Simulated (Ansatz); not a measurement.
Consider the ligand exchange at the Al–I bond: `[Cl][Al]([Cl])[I]` + H₂S → `[SH][Al]([Cl])[Cl]` + HI.

Program: Ansatz. Geometries: PBE0-D4/def2-TZVP. ΔE: electronic, gas phase. CCSD(T)/CBS is the MP2 limit (def2-TZVPP, def2-QZVPP) plus CCSD(T) − MP2 in def2-TZVPP, frozen cores. This one scheme is used for every species. DFT in def2-TZVPP. B3LYP here is the variant with VWN-RPA as its local correlation; programs differ in this. def2 core potentials past Kr. For I outer-core shells are correlated without core-valence functions, which leaves a few kJ/mol of doubt a bond. One conformer a species, not always the lowest.

```json
{"species": "`[Cl][Al]([Cl])[I]`", "B3LYP-D4 energy (Eh)": "-1460.93215"}
{"species": "H₂S", "B3LYP-D4 energy (Eh)": "-399.42766"}
{"species": "`[SH][Al]([Cl])[Cl]`", "B3LYP-D4 energy (Eh)": "-1561.94189"}
{"species": "HI", "B3LYP-D4 energy (Eh)": "-298.40630"}
```

Problem. Work out ΔE.

Solution. ΔE = (-1561.94189) + (-298.40630) − (-1460.93215) − (-399.42766) = 0.01162 Eh = +0.32 eV. CCSD(T)/CBS gives +0.37 eV.

Largest T1 diagnostic among the species: 0.009.

At CCSD(T), def2-SVP lies −0.03 eV from the extrapolated value and def2-TZVPP −0.05 eV. Leaving LDA and LC-ωPBE aside and taking each functional with its dispersion term where it has one, the values, not all of them listed here, spread over 0.12 eV, from B97M-V to BHLYP-D4.
